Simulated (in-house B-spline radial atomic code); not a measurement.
The numbers below are computed, except where a source is named.
Ghost states of the separable form: C

C, [He] 2s2 2p2, non-relativistic LDA (VWN5), spherical and spin-unpolarised, from an all-electron radial atomic-structure program (B-spline basis) (atomic units; all potentials screened as in the neutral atom).

Troullier-Martins channels: 2s (ε = -0.5009, r_c = 1.223 bohr), 2p (ε = -0.1992, r_c = 1.825 bohr). In the Kleinman-Bylander form one channel serves as the local potential, and each other channel l becomes |δV u><u δV|/<u|δV|u>, with δV = V_l − V_local and u the pseudo-orbital. Its strength is E_KB = <u|δV²|u>/<u|δV|u>. By the analysis of Gonze, Stumpf and Scheffler a spurious state lies below the reference level ε if E_KB > 0 and ε is above the second level of the local potential alone, or if E_KB < 0 and ε is above its first. The table's levels are those of angular momentum l in a sphere of 9 bohr, whose wall can lift a shallow ε a little above its free-atom value.

```tsv
local	channel	<u δV u>	<u δV² u>	ε	first local level	second local level
p	s	0.46242	1.9341	-0.5009	-2.0416	-0.0611
s	p	-0.49149	2.0005	-0.1991	-0.0420	0.1526
```

Task: Apply the rule to each row.

Result: Local p, channel s: E_KB = +4.18, so ε = -0.5009 is set against -0.0611: no ghost. Local s, channel p: E_KB = -4.07, so ε = -0.1991 is set against -0.0420: no ghost.

Diagonalising the separable Hamiltonian gives:

```json
{"local": "p", "channel": "s", "three lowest levels": "-0.5009, 0.0322, 0.2981", "all-electron, two lowest valence levels": "-0.5009, 0.0319"}
{"local": "s", "channel": "p", "three lowest levels": "-0.1991, 0.0904, 0.3633", "all-electron, two lowest valence levels": "-0.1991, 0.0903"}
```

Task: Which choices of local channel are safe?

Result: All are free of ghosts. Among the safe choices the second level, which tests transfer, is off by at most 0.1 millihartree (s local), 0.3 millihartree (p local).
